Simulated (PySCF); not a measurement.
A GIAO shielding run with PySCF 2.14.0 with density-fitted response routines (density fitting, non-relativistic, gas phase) on `CC#C[C@@H](Cl)[SiH2][Si@H](Cl)OC`, C5H10Cl2OSi2:

```
$ OMP_NUM_THREADS=1 python probes_run.py task.json out

{"job": {"kind": "nmr", "xc": "PBE0", "basis": "pcSseg-1"}, "charge": 0, "multiplicity": 1}
C      4.508458    -0.255357     1.065542
C      3.196177    -0.442939     0.489563
C      2.119240    -0.579880    -0.023118
C      0.804007    -0.737977    -0.563161
Cl    -0.131265    -1.921464     0.451633
Si    -0.208785     0.901365    -0.519334
Si    -2.294715     0.591273    -1.476708
Cl    -3.105185     2.457596    -1.616809
O     -3.309218    -0.359832    -0.653801
C     -3.660249    -0.407457     0.698981
H      5.188147     0.145492     0.314052
H      4.899911    -1.207134     1.423451
H      4.452062     0.442292     1.900759
H      0.853337    -1.187253    -1.556127
H     -0.214212     1.293975     0.900352
H      0.622139     1.886069    -1.230583
H     -2.448396    -0.068841    -2.765866
H     -4.011218     0.567296     1.045770
H     -2.803719    -0.716983     1.302363
H     -4.461662    -1.138201     0.810005
```

Hardware: 1 thread of an Arm Neoverse V2, shared host. The job also computes population analyses, field gradients.

(1) How large is the calculation?

(2) How long does it take, and how much memory does it need?

Answers

(1) 110 electrons, 248 basis functions and 1380 auxiliary functions.

(2) 56 s of wall time, with 15 SCF cycles and 5 response iterations; peak memory 1.1 GiB. Times on a shared host scatter by some tens of per cent.
